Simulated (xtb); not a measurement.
xtb input:

```bash
xtb mol.xyz --gfn 1 --sp --chrg 0 --uhf 0
```
mol.xyz:
```
5

F     -1.80859123     0.87204318    -0.12027153
C     -1.19277641    -0.32990127     0.05142083
Br     0.75235255    -0.11834119     0.01472242
H     -1.44634856    -0.73385834     1.02686496
H     -1.45201134    -0.99318101    -0.76823070
```

Problem. Which total energy does the run end on?

Solution. -12.20530 Eh (GFN1-xTB).
